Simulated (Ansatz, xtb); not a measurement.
## A geometry optimisation of CH6BClGe with r2SCAN-D4/def2-SVP

The starting geometry of this gas-phase singlet was built from a drawn formula by distance geometry and a force field; its bonds are those of `Cl[BH2-][CH+][GeH3]`.

```yaml
atoms:
  - { symbol: C, position_ang: [0.4190, 0.4960, 0.0140] }
  - { symbol: B, position_ang: [-0.8385, 1.3189, 0.6300] }
  - { symbol: Cl, position_ang: [-2.1958, 1.2070, -0.5401] }
  - { symbol: Ge, position_ang: [1.1918, -0.9740, 0.9692] }
  - { symbol: H, position_ang: [-0.4874, 2.4381, 0.8201] }
  - { symbol: H, position_ang: [-1.0653, 0.8743, 1.6936] }
  - { symbol: H, position_ang: [0.8520, 0.8340, -0.9181] }
  - { symbol: H, position_ang: [2.3335, -1.5947, 0.1038] }
  - { symbol: H, position_ang: [1.6966, -0.5459, 2.3262] }
  - { symbol: H, position_ang: [0.0888, -2.0591, 1.1111] }
```

Problem. Predict what it relaxes into with r2SCAN-D4/def2-SVP.

Solution. It rearranges to `ClB[CH2][GeH3]`. Contacts that open: B2–H5 (1.19 → 2.22 Å). Contacts that close: C1–H5 (2.29 → 1.10 Å).

The energy falls by 3.54 eV over 32 steps:

```
step  E − E(last) (eV)
   1             3.542
   4             2.913
   8             1.029
  11             0.248
  15             0.092
  18             0.038
  22             0.006
  25             0.002
  29             0.000
  32             0.000
```

Final geometry (Å):

```xyz
10

C     0.3981    0.8873    0.1386
B    -1.0136    1.1234    0.7020
Cl   -2.4378    0.5180   -0.1517
Ge    1.0436   -0.8213    0.9150
H     1.1279    1.6438    0.4690
H    -1.2202    1.6576    1.7640
H     0.4438    0.7532   -0.9534
H     2.4942   -1.0354    0.4583
H     0.9947   -0.7558    2.4480
H     0.1639   -1.9763    0.4200
```

From the same start GFN2-xTB reaches the same bonding as this run.

The end wasn't checked by frequencies. Run with Ansatz 0.2.0, 3.1 min on 1 thread of Arm Neoverse V1, on a shared host.
